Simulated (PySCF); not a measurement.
C2H8GaN. Atoms are numbered in the order given.

```xyz
12

Ga     0.0000     0.0000    -0.0062
C      1.7628     0.0000    -0.9007
H      1.8682     0.8875    -1.5468
H      1.8682    -0.8875    -1.5468
H      2.5910     0.0000    -0.1750
C     -1.7628     0.0000    -0.9007
H     -1.8682     0.8875    -1.5468
H     -2.5910     0.0000    -0.1750
H     -1.8682    -0.8875    -1.5468
N      0.0000     0.0000     1.8206
H     -0.8374     0.0000     2.3968
H      0.8374     0.0000     2.3968
```
Charge 0, spin multiplicity 1.

Coordinates come from a TPSSh-D3(BJ)/def2-SVP optimisation. The isomer is the one that the SMILES or the coordinates give; other isomers of the formula were not compared. The values are those of a single conformer.

The numbers are results of TDDFT-PBE/def2-SVPD (PySCF), not measurements.

Vertical excitations. Isolated molecule, no solvent. State labels are in the subgroup C2v.

Q: Give excitation energies, oscillator strengths and character. (Estimate from the structure and the level; the computed values follow.)

A: 
| state | symmetry | energy (eV) | λ (nm) | f | main pairs |
|---|---|---|---|---|---|
| S1 | B2 | 5.09 | 243 | 0.039 | HOMO→LUMO 99 % |
| S2 | A2 | 5.82 | 213 | 0.000 | HOMO−1→LUMO+1 100 % |
| S3 | A1 | 5.83 | 213 | 0.095 | HOMO→LUMO+1 94 % |
| S4 | B1 | 5.83 | 213 | 0.078 | HOMO−1→LUMO 98 % |
| S5 | B2 | 6.42 | 193 | 0.017 | HOMO→LUMO+2 99 % |
| S6 | A2 | 6.43 | 193 | 0.000 | HOMO→LUMO+3 100 % |
| S7 | A1 | 6.88 | 180 | 0.111 | HOMO−2→LUMO 96 % |
| S8 | B2 | 6.99 | 177 | 0.008 | HOMO−2→LUMO+1 93 % |
| S9 | B1 | 7.07 | 175 | 0.048 | HOMO−1→LUMO+2 99 % |
| S10 | B2 | 7.15 | 173 | 0.031 | HOMO→LUMO+4 93 % |
| T1 | A1 | 4.65 | 267 | 0 | HOMO→LUMO+1 99 % |
| T2 | B2 | 4.87 | 255 | 0 | HOMO→LUMO 99 % |
| T3 | B1 | 5.54 | 224 | 0 | HOMO−1→LUMO 99 % |
| T4 | A2 | 5.54 | 224 | 0 | HOMO−1→LUMO+1 100 % |
Triplets are in the Tamm–Dancoff approximation, which puts them higher than full response would, so one can lie above its singlet here.
